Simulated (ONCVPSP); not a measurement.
tin, ONCV: configuration errors across variants

ONCVPSP 4.0.1 input, shortened (lines: element, Z, core and valence counts, functional; n l f; lmax; l rc ep ncon nbas qcut; lloc lpopt rc5 dvloc0; l nproj debl; icmod fcfact rcfact), LDA (Perdew-Wang 92), scalar-relativistic:

```
  Sn 50.00    7    4  -001012      upf
    1    0    2.00
    2    0    2.00
    2    1    6.00
    3    0    2.00
    3    1    6.00
    3    2   10.00
    4    0    2.00
    4    1    6.00
    4    2   10.00
    5    0    2.00
    5    1    2.00
    2
    0    2.10    0.00    4    8    3.40
    1    1.20    0.00    4    9   10.10
    2    0.95    0.00    3    6   10.00
    4    4    0.75    0.00
    0    2    2.90
    1    2    2.20
    2    2    3.00
    3    1.50    1.05
```

All-electron excitation energies from the reference (eV): (1) 4p6 4d10 5s2 5p1 7.092; (2) 4p6 4d10 5s2 5p0 21.350; (3) 4p6 4d10 5s1 5p0 52.797; (4) 4p6 4d10 5s0 5p4 14.405.

1 further variants failed, have other tests or too few solved ones, and are left out.

A true bound ghost makes a file unfit for plane-wave use even where its test errors are small: the radial tests pick states by their node count and pass the ghost by.

Errors AE − PS in meV (a dash: test not solved or not reliable):

| change | (1) | (2) | (3) | (4) | bound ghosts | GHOST(+) flags above zero |
| --- | --- | --- | --- | --- | --- | --- |
| base | -1.4 | -4.6 | -7.9 | -30 | s | s |
| all radii but the core radius scaled by about 0.90 (s 1.90, p 1.08, d 0.86 bohr); local potential polynomial inside 0.68 bohr (lpopt 4, dvloc0 0 Ha) | -1.3 | -4.4 | -7.2 | -28 | s | s |
| all radii but the core radius scaled by about 1.22 (s 2.56, p 1.46, d 1.16 bohr); local potential polynomial inside 0.92 bohr (lpopt 4, dvloc0 0 Ha) | -1.2 | -2.4 | -20 | -48 | s | none |
| all radii but the core radius scaled by about 1.32 (s 2.76, p 1.58, d 1.26 bohr); local potential polynomial inside 0.98 bohr (lpopt 4, dvloc0 0 Ha) | -0.9 | +0.4 | -32 | -66 | s | none |

Question: Give the same row for: all radii but the core radius scaled by about 1.10 (s 2.30, p 1.32, d 1.04 bohr); local potential polynomial inside 0.82 bohr (lpopt 4, dvloc0 0 Ha).

Answer: -1.4, -4.3, -11, -34; bound ghosts: s; GHOST(+) flags above zero: s.
